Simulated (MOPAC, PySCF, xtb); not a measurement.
Complex: HBr (SMILES Br) (first 2 atoms) with H2Se (SMILES [SeH2]); geometry from B3LYP-D3(BJ)/def2-TZVP, rigid monomers moved along the line of their centres of mass till H2···Se3 is 3.52 Å.
(charge 0, multiplicity 1):
```json
[
 {"atom": "Br", "x (Å)": "-0.3306", "y (Å)": "0.1312", "z (Å)": "-0.5702"},
 {"atom": "H", "x (Å)": "-0.3518", "y (Å)": "0.1466", "z (Å)": "0.8749"},
 {"atom": "Se", "x (Å)": "-0.2023", "y (Å)": "0.1056", "z (Å)": "4.3956"},
 {"atom": "H", "x (Å)": "0.3527", "y (Å)": "-1.2552", "z (Å)": "4.3383"},
 {"atom": "H", "x (Å)": "1.1435", "y (Å)": "0.6949", "z (Å)": "4.3255"}
]
```

Counterpoise-corrected where a basis set is named; no monomer relaxation. Rows marked so take none.

Rows in 3-21G carry no dispersion term and start afresh at each structure; the Pople sets are all-electron and without relativity. The state that AM1 reach isn't checked.

The values were computed with MOPAC for AM1 (differences of heats of formation); PySCF for 3-21G rows; xtb for the GFN methods. 

Question: Predict the interaction energy from AM1.

Answer: -24 meV

Question: Estimate the interaction energy that HF/3-21G (no counterpoise) returns for this input.

Answer: -50 meV

Question: Estimate the interaction energy that GFN1-xTB returns for this input.

Answer: -32 meV
